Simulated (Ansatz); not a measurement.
C2H6FNSi, SMILES `C[SiH2]/N=C/F`, relaxed with RKS PBE-D4/def2-SVP in Ansatz 0.2.0 from a rough embedded geometry. The force threshold is 0.03 eV/Å; the program also tests the step.

The species carries charge 0 and has multiplicity 1.

Start:

```xyz
11

C    -1.095    0.351   -1.457
Si    0.142    0.514   -0.170
N     0.130   -0.985    0.715
C     0.976   -0.940    1.774
F     0.978   -2.127    2.467
H    -1.122    1.252   -2.151
H    -2.084    0.183   -1.113
H    -0.811   -0.465   -2.168
H    -0.222    1.658    0.747
H     1.500    0.738   -0.679
H     1.608   -0.178    2.034
```

```
        step  energy (eV)  largest force (eV/Å)  largest move (Å)
           1  -14237.1131                 9.140             0.000
           2  -14237.7942                 2.428             0.111
           3  -14237.8022                 2.277             0.194
           4  -14237.9918                 0.628             0.200
           5  -14238.0349                 0.264             0.200
           6  -14238.0547                 0.221             0.200
           7  -14238.0704                 0.128             0.200
8 (rejected)  -14238.0677                 0.566             0.195
           9  -14238.0761                 0.114             0.098
          10  -14238.0765                 0.306             0.096
          11  -14238.0810                 0.090             0.087
          12  -14238.0820                 0.009             0.029
```

End:

```xyz
11

C    -1.126    0.323   -1.420
Si    0.383    0.604   -0.336
N     0.734   -0.887    0.539
C     0.813   -1.023    1.781
F     1.075   -2.219    2.348
H    -1.338    1.223   -2.032
H    -2.022    0.103   -0.806
H    -0.955   -0.533   -2.103
H     0.148    1.757    0.616
H     1.593    0.911   -1.174
H     0.696   -0.260    2.586
```

Run time 10 s (4 threads of an Intel Xeon Platinum 8488C on a shared host); peak host memory 0.17 GiB.
